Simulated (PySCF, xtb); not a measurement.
AsF₂H₃Si, SMILES [AsH2][SiH](F)F.

Geometry optimised at PBE0-D3(BJ)/def2-SVP. The structure was generated by enumeration, and PubChem lists no compound with its InChIKey, so it may never have been made.

Computed with IEF-PCM-PBE0/def2-SVP in PySCF.

The values are the electrostatic part of the solvation free energy, E(continuum) − E(gas) at the gas-phase geometry, in a cavity of scaled van der Waals radii (PySCF's table); cavitation and dispersion terms are not included. In vacuum the orbital gap is 8.07 eV. The dipole moment in vacuum is 2.03 D.

Computed values in water (ε = 78.36), N,N-dimethylformamide (ε = 37.22), ethylethanoate (ε = 5.99):
| solvent | ε | ΔG(elec) (kcal/mol) | dipole (D) | gap (eV) |
|---|---|---|---|---|
| water | 78.36 | -2.9 | 2.61 | 8.15 |
| N,N-dimethylformamide | 37.22 | -2.8 | 2.59 | 8.14 |
| ethylethanoate | 5.99 | -2.2 | 2.46 | 8.13 |

For comparison, GFN2-xTB/ALPB(water) (xtb, at the GFN2-xTB geometry, all terms of that model) gives -1.1 kcal/mol.
